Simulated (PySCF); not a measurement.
B(OH)(NH2)(NMe2) (C₂H₉BN₂O), SMILES CN(C)B(N)O.

Coordinates come from a ωB97X-D3(BJ)/def2-SVP optimisation. One conformer was computed; it need not be the lowest.

Calculation: CAM-B3LYP/def2-TZVP (PySCF).

Gas-phase values at a fixed geometry.

Computed frontier levels, gap, dipole moment and polarisability:
The highest occupied level comes out as -7.62 eV. The lowest empty level is 1.51 eV, the orbital gap is 9.13 eV and the dipole moment is 1.52 D. The quadrupole, principal values (traceless, Buckingham form, about the centre of nuclear charge) is -5.21, -3.68, 8.89 D·Å and the mean static polarisability is 58.7 bohr³ (8.70 Å³). The polarisability, principal values is 47.4, 61.2, 67.5 bohr³.
